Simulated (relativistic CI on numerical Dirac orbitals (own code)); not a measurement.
# Electric-dipole lines of I LII

Method of calculation: Dirac-Coulomb-Breit CI, orbitals from a KLI potential per configuration, QED by a radiative potential, unscaled Slater integrals (own radial code, finite nucleus).

Configuration list: 1s2, 1s 2s, 1s 2p, 1s 3s, 1s 3p, 1s 3d, 1s 4s, 1s 4p, 1s 4d, 1s 4f, 1s 5s, 1s 5p, 1s 5d, 1s 5f, 1s 5g, 1s 6s, 1s 6p, 1s 6d, 2s2. Levels of other configurations are missing.

```tsv
λ vac (Å)	Lower	Upper	A (s⁻¹)	log gf	S velocity/length
0.4212	1s2 1S_0 [1]	1s 2p 1P°_1 [7]	6.37e+15	-0.29	1.00
0.4269	1s2 1S_0 [1]	1s 2p 3P°_1 [3]	2.80e+15	-0.64	1.00
1.6883	1s 2p 3P°_1 [3]	1s 4d 3D_2 [23]	1.38e+14	-0.53	1.00
1.7711	1s 2p 3P°_2 [6]	1s 4d 3D_3 [26]	1.52e+14	-0.30	1.00
1.7798	1s 2p 1P°_1 [7]	1s 4d 1D_2 [29]	1.36e+14	-0.49	1.00
2.2145	1s 2s 3S_1 [2]	1s 3p 3P°_2 [12]	1.55e+14	-0.24	1.00
2.2409	1s 2p 3P°_1 [3]	1s 3d 3D_1 [14]	1.49e+14	-0.47	1.00
2.2415	1s 2p 3P°_1 [3]	1s 3d 3D_2 [13]	4.15e+14	0.19	1.00
2.2430	1s 2p 3P°_0 [4]	1s 3d 3D_1 [14]	2.80e+14	-0.20	1.00
2.2438	1s 2s 1S_0 [5]	1s 3p 1P°_1 [15]	1.10e+14	-0.60	0.99
2.2574	1s 2s 3S_1 [2]	1s 3p 3P°_1 [9]	1.28e+14	-0.53	1.00
2.3810	1s 2p 3P°_2 [6]	1s 3d 3D_3 [16]	4.73e+14	0.45	1.00
2.3963	1s 2p 1P°_1 [7]	1s 3d 1D_2 [17]	4.23e+14	0.26	1.00
2.3965	1s 2p 3P°_2 [6]	1s 3d 3D_2 [13]	7.11e+13	-0.51	1.00
4.6486	1s 3p 3P°_2 [12]	1s 5d 3D_3 [40]	2.50e+13	-0.25	1.00
4.6628	1s 3d 3D_2 [13]	1s 5f 3F°_3 [41]	3.19e+13	-0.14	1.00
4.6649	1s 3d 3D_1 [14]	1s 5f 3F°_2 [42]	2.87e+13	-0.33	1.00
4.7159	1s 3d 3D_3 [16]	1s 5f 3F°_4 [44]	3.33e+13	0.00	1.00
4.7181	1s 3d 1D_2 [17]	1s 5f 1F°_3 [47]	3.17e+13	-0.13	1.00
6.3770	1s 3s 3S_1 [8]	1s 4p 3P°_2 [22]	2.00e+13	-0.21	1.00
6.4338	1s 3p 3P°_1 [9]	1s 4d 3D_2 [23]	4.20e+13	0.11	1.00
6.4364	1s 3p 3P°_0 [10]	1s 4d 3D_1 [24]	2.83e+13	-0.28	1.00
6.5271	1s 3s 3S_1 [8]	1s 4p 3P°_1 [19]	1.70e+13	-0.49	1.00
6.7571	1s 3p 3P°_2 [12]	1s 4d 3D_3 [26]	5.12e+13	0.39	1.00
6.7867	1s 3d 3D_2 [13]	1s 4f 3F°_3 [27]	9.58e+13	0.67	1.00
6.7908	1s 3d 3D_1 [14]	1s 4f 3F°_2 [28]	8.62e+13	0.47	1.00
6.7914	1s 3p 1P°_1 [15]	1s 4d 1D_2 [29]	4.62e+13	0.20	1.00
6.8868	1s 3d 3D_3 [16]	1s 4f 3F°_4 [30]	1.01e+14	0.81	1.00
6.8911	1s 3d 1D_2 [17]	1s 4f 1F°_3 [31]	9.58e+13	0.68	1.00
9.5204	1s 4p 3P°_2 [22]	1s 6d 3D_3 [58]	6.29e+12	-0.22	1.01
13.868	1s 4s 3S_1 [18]	1s 5p 3P°_2 [36]	4.64e+12	-0.17	1.00
13.972	1s 4p 3P°_1 [19]	1s 5d 3D_2 [37]	8.44e+12	0.09	1.00
14.588	1s 4p 3P°_2 [22]	1s 5d 3D_3 [40]	1.07e+13	0.38	1.00
14.646	1s 4d 3D_2 [23]	1s 5f 3F°_3 [41]	1.77e+13	0.60	1.00
14.653	1s 4d 3D_1 [24]	1s 5f 3F°_2 [42]	1.60e+13	0.41	1.00
14.654	1s 4p 1P°_1 [25]	1s 5d 1D_2 [43]	9.69e+12	0.19	1.00
14.831	1s 4d 3D_3 [26]	1s 5f 3F°_4 [44]	1.89e+13	0.75	1.00
14.835	1s 4f 3F°_3 [27]	1s 5g 3G_4 [45]	3.02e+13	0.95	1.00
14.838	1s 4f 3F°_2 [28]	1s 5g 3G_3 [46]	2.88e+13	0.82	1.00
14.840	1s 4d 1D_2 [29]	1s 5f 1F°_3 [47]	1.80e+13	0.62	1.00
14.922	1s 4f 3F°_4 [30]	1s 5g 3G_5 [48]	3.11e+13	1.06	1.00
14.924	1s 4f 1F°_3 [31]	1s 5g 1G_4 [49]	3.02e+13	0.96	1.00
25.827	1s 5p 3P°_1 [33]	1s 6d 3D_2 [55]	2.47e+12	0.09	1.00
26.870	1s 5p 3P°_2 [36]	1s 6d 3D_3 [58]	3.19e+12	0.38	1.00
26.981	1s 5p 1P°_1 [39]	1s 6d 1D_2 [59]	2.91e+12	0.20	1.00
```

Terms are leading LS components. Brackets give the number of a level in order of energy, since labels repeat. The list gives strong lines, with weight on those to low levels, among the lowest 59 of 60 levels, so that lines to higher ones, which can be the strongest, are missing. Levels whose partners in the same complex of configurations lie outside the list can be far off, and so can their lines. Rates are taken at the computed energies, electric ones in the length gauge. A velocity-to-length ratio far from 1 marks an uncertain rate.

At this charge energies of transitions that change n are usually good to better than 1 %, and those within a shell (Δn = 0) to a few per cent.

LS names give the leading component of a level, which can be under half, so a name can repeat, a term be missing and a line seem to break the LS rules.
